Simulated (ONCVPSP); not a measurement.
# Logarithmic derivatives: Pt (Z = 78), ONCV

platinum (Pt), optimised norm-conserving Vanderbilt (ONCV), made with ONCVPSP 4.0.1 (PBE, scalar-relativistic). Core [Kr] 4d10 4f14, reference 5s2 5p6 5d9 6s1. Waves: 5s+6s: rc 1.55 bohr, ncon 3, nbas 6, qcut 6 1/bohr, 3 projectors, debl 3.4 Ha; 5p: rc 1.85 bohr, ncon 4, nbas 8, qcut 6.5 1/bohr, 2 projectors, debl 4 Ha; 5d: rc 1.95 bohr, ncon 4, nbas 8, qcut 8.2 1/bohr, 2 projectors, debl 4 Ha. Local part: polynomial inside 1.10 bohr (lpopt 5, dvloc0 0 Ha). Core correction: Teter function, fcfact 2.25, rcfact 1.55.

The phase is arctan(r·R′/R) of the radial function R(r), unwrapped; energies in Ha, scanned from -5 to 5 Ha. A pole is an energy at which the radial function vanishes at the test radius. The pseudo phase is shifted by a multiple of π to meet the all-electron one at the reference energy, and phase errors are pseudo minus all-electron; the curves can meet again beyond the range given. Levels narrower than the energy grid can be missing from the lists of poles.

Q: For each channel, where are the poles, and over which energies does the pseudopotential scatter like the atom?

A:

```
channel  radius (bohr)  reference energy (Ha)  poles, all-electron  poles, pseudo  unbroken range about the reference energy with phases within 0.05 rad  phase error 1 Ha above the reference energy (rad)
      s           1.58                  -0.21                -3.29          -3.29                                                        the whole range                                             +0.000
      p           1.88                  -2.06                -1.77          -1.77                                                        the whole range                                             -0.000
      d           1.98                  -0.23                 0.48           0.48                                                        the whole range                                             -0.000
```

Phases in the s channel:

```tsv
E (Ha)	all-electron	pseudo
-4.96	1.001	1.001
-4.48	0.474	0.475
-4.00	-1.024	-1.024
-3.52	-1.486	-1.486
-3.04	-1.634	-1.634
-2.56	-1.716	-1.716
-2.08	-1.780	-1.780
-1.60	-1.841	-1.841
-1.12	-1.909	-1.909
-0.64	-1.997	-1.997
-0.16	-2.124	-2.124
0.32	-2.330	-2.329
0.80	-2.689	-2.689
1.28	-3.247	-3.247
1.76	-3.779	-3.779
2.24	-4.103	-4.103
2.72	-4.288	-4.288
3.20	-4.401	-4.401
3.68	-4.476	-4.476
4.16	-4.531	-4.531
4.64	-4.572	-4.572
```
